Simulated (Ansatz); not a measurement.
Total energies of BrCl3Sn, SMILES `[Cl][Sn]([Cl])([Cl])[Br]`.

```xyz
5

Cl   -0.5430    0.3101   -2.2091
Sn   -0.0135   -0.0059   -0.0029
Cl   -1.6125    0.9992    1.2934
Cl   -0.0050   -2.2531    0.4418
Br    2.1740    0.9497    0.4769
```

The species carries charge 0 and has multiplicity 1. Correlated methods include outer-core shells of Br, Sn, which these sets cover unevenly. Scalar relativity is left out up to krypton. Sn: def2 effective core potential. Geometry: relaxed with PBE0-D4/def2-TZVP. Basis def2-TZVPP, Ansatz.

RPA on PBE orbitals: Hartree–Fock energy of these orbitals -4164.42861 Eh, correlation -1.73459 Eh (frozen core).

```
             functional                                       kind  energy without D4 (Eh)  D4 term (kJ/mol)
                 r2SCAN                                   meta-GGA             -4169.26682              -5.7
                 B97M-V                         meta-GGA with VV10             -4168.47272                 –
                r2SCAN0                      meta-GGA hybrid, 25 %             -4169.22681              -7.3
HSE06 (plane-wave form)                            screened hybrid             -4168.52402             -21.4
                  BHLYP                        global hybrid, 50 %             -4169.20825             -41.3
                LC-ωPBE                long-range corrected hybrid             -4168.58415                 –
                ωB97X-V       range-separated hybrid GGA with VV10             -4168.82857                 –
                ωB97M-V  range-separated hybrid meta-GGA with VV10             -4169.03592                 –
                 B2PLYP                              double hybrid             -4168.30717                 –
               PBE-QIDH                              double hybrid             -4167.79138                 –
```

Give the same for LDA (SPW92), PBE, revPBE, BLYP, PBE0, B3LYP, r2SCANh, CAM-B3LYP. (Best estimate.)

The calculation gave: 
```tsv
functional	kind	energy without D4 (Eh)	D4 term (kJ/mol)
LDA (SPW92)	LDA	-4160.94200	–
PBE	GGA	-4168.33460	-25.2
revPBE	GGA	-4168.85156	-51.0
BLYP	GGA	-4169.24563	-51.3
PBE0	global hybrid, 25 % exact exchange	-4168.54363	-22.2
B3LYP	global hybrid, 20 %	-4169.42376	-41.6
r2SCANh	meta-GGA hybrid, 10 %	-4169.25016	-6.4
CAM-B3LYP	range-separated hybrid	-4169.43429	-23.8
```

B3LYP takes the VWN-RPA correlation (the form of Gaussian; ORCA's B3LYP/G). HSE06 is the plane-wave form, built on full-range PBE exchange. The double hybrids freeze the cores in their second-order part.

LC-ωPBE has ω = 0.4 bohr⁻¹.
